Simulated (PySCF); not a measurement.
## Assigning NMR signals

Mapped SMILES: `[CH3:1][C:2](=[O:3])/[CH:4]=[N:5]/[SiH2:6][N:7]([CH3:8])[SiH3:9]`. Hydrogens are named by the atom that carries them.

[PySCF: shieldings: GIAO PBE0/pcSseg-1; coordinates at the GFN2-xTB level; averaged over atoms made equivalent by symmetry, fast rotation or ring inversion; no solvent; non-relativistic Hamiltonian; one conformer]

References, each an isolated molecule treated in the same way: 13C, 1H against TMS.

Question: Assign these signals to the numbered atoms. 13C{1H} NMR (computed): δ 205.9, 173.8, 34.1, 25.0.

Answer: 
| δ (ppm) | atoms | environment | reason |
| --- | --- | --- | --- |
| 205.9 | C2 | ketone carbonyl carbon | the double bond to the heteroatom, with no lone-pair donor beside it, deshields it most |
| 173.8 | C4 | C=N carbon | – |
| 34.1 | C8 | methyl carbon bonded to N | pulled downfield by the heteroatom |
| 25.0 | C1 | methyl carbon α to a carbonyl | the adjacent C=O deshields it moderately |

Question: Assign these signals to the numbered atoms. 1H NMR (600 MHz, computed): δ 8.23 (s, 1H), 5.38 (s, 2H), 4.69 (s, 3H), 3.05 (s, 3H), 2.53 (s, 3H).

Answer: 
```tsv
δ (ppm)	atoms	environment	reason
8.23	H(C4)	hydrogen on a C=N carbon	–
5.38	H(Si6)	hydrogen on a silicon bonded to 2 N	–
4.69	H(Si9)	hydrogen on a silicon bonded to N	–
3.05	H(C8)	hydrogen on a methyl carbon bonded to N	its carbon carries N, hence the downfield position
2.53	H(C1)	hydrogen on a methyl carbon α to a carbonyl	α to C=O
```

Shifts are as computed. Against solution values, carbons near 30 ppm lie about +3 ppm off and those near 130 ppm about +5 ppm. Of 1309 compounds with measured shifts, 239 miss one by over three times the rms of a fit or turn the order of signals round; such compounds aren't used in these exercises. Multiplicities follow the n + 1 count of equivalent neighbours, as no J values were calculated; m marks all less simple cases, F and P coupling included.
